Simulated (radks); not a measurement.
Neutral lead inside a hard spherical wall (all orbitals vanish at R), configuration held at [Hg] 6p2 and not refilled when levels cross. Calculated with a radial shooting solver on a logarithmic mesh with Libxc functionals: scalar-relativistic Kohn-Sham, PBE, spin-polarised, spherical densities, finite nucleus; open shells are filled with parallel spins first (spin-orbit coupling, left out, can overturn this in heavy ions); Fermi nuclear charge, rms radius 5.5012 fm. Eigenvalues in eV for spin up, with the zero of energy where the potential of the charges vanishes at infinity; a dash marks a level that is unbound or too diffuse for the functional's potential to be trusted. A positive occupied level is held by the wall or, in an anion where self-interaction has pushed it up, behind a barrier. The pressure on the wall is -dE/dV.

[
 {"R (bohr)": "free", "E (hartree)": "-20876.0816", "kinetic (hartree)": "23578.179", "e(5p)": "-85.713", "e(5d)": "-21.128", "e(6s)": "-12.379", "e(6p)": "-3.939", "e(7s, empty)": "-", "e(6d, empty)": "-", "pressure (GPa)": "0"},
 {"R (bohr)": "12", "E (hartree)": "-20876.0815", "kinetic (hartree)": "23578.180", "e(5p)": "-85.701", "e(5d)": "-21.115", "e(6s)": "-12.368", "e(6p)": "-3.930", "e(7s, empty)": "-0.416", "e(6d, empty)": "1.135", "pressure (GPa)": "0.00172"},
 {"R (bohr)": "8", "E (hartree)": "-20876.0753", "kinetic (hartree)": "23578.222", "e(5p)": "-85.374", "e(5d)": "-20.795", "e(6s)": "-12.109", "e(6p)": "-3.650", "e(7s, empty)": "1.603", "e(6d, empty)": "2.993", "pressure (GPa)": "0.235"},
 {"R (bohr)": "7", "E (hartree)": "-20876.0640", "kinetic (hartree)": "23578.287", "e(5p)": "-85.004", "e(5d)": "-20.436", "e(6s)": "-11.826", "e(6p)": "-3.293", "e(7s, empty)": "3.413", "e(6d, empty)": "4.284", "pressure (GPa)": "0.875"},
 {"R (bohr)": "6", "E (hartree)": "-20876.0306", "kinetic (hartree)": "23578.463", "e(5p)": "-84.249", "e(5d)": "-19.710", "e(6s)": "-11.248", "e(6p)": "-2.475", "e(7s, empty)": "7.025", "e(6d, empty)": "6.618", "pressure (GPa)": "3.62"},
 {"R (bohr)": "4", "E (hartree)": "-20875.5103", "kinetic (hartree)": "23580.841", "e(5p)": "-78.893", "e(5d)": "-14.725", "e(6s)": "-6.256", "e(6p)": "5.184", "e(7s, empty)": "34.066", "e(6d, empty)": "22.450", "pressure (GPa)": "115"},
 {"R (bohr)": "3", "E (hartree)": "-20873.4457", "kinetic (hartree)": "23589.481", "e(5p)": "-68.177", "e(5d)": "-4.718", "e(6s)": "7.711", "e(6p)": "25.121", "e(7s, empty)": "90.975", "e(6d, empty)": "55.062", "pressure (GPa)": "1180"},
 {"R (bohr)": "2", "E (hartree)": "-20856.5754", "kinetic (hartree)": "23652.614", "e(5p)": "-27.091", "e(5d)": "40.174", "e(6s)": "92.297", "e(6p)": "132.37", "e(7s, empty)": "330.76", "e(6d, empty)": "193.65", "pressure (GPa)": "26900"}
]
